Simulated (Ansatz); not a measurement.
```xyz
11

C     1.5476   -0.7027   -1.2754
O     0.8914    0.0735   -0.3000
Si   -0.6907   -0.1969    0.1012
Al   -1.3560    1.4073    1.8415
H     2.5763   -0.3484   -1.3633
H     1.0615   -0.6098   -2.2541
H     1.5661   -1.7633   -0.9972
H    -1.5463   -0.0865   -1.1260
H    -0.8587   -1.6187    0.5493
H    -0.3481    2.4888    2.4205
H    -2.8431    1.3567    2.4035
```

Charge 0, multiplicity 1.

(1) List the PBE/def2-TZVPP orbital energies in eV (Ansatz 0.2.0). (Estimate.)

Results:

(1) Ansatz gave: Occupied: -1779.72, -1506.80, -510.24, -270.14, -137.41, -107.07, -94.17, -94.12, -94.11, -69.21, -68.93, -68.92, -25.25, -16.92, -13.21, -11.02, -10.99, -10.91, -9.81, -8.39, -7.46, -7.30, -6.54, -6.33. Lowest empty: -2.79, -1.10, -0.13, 0.67, 1.06, 1.08, 1.17, 2.19.
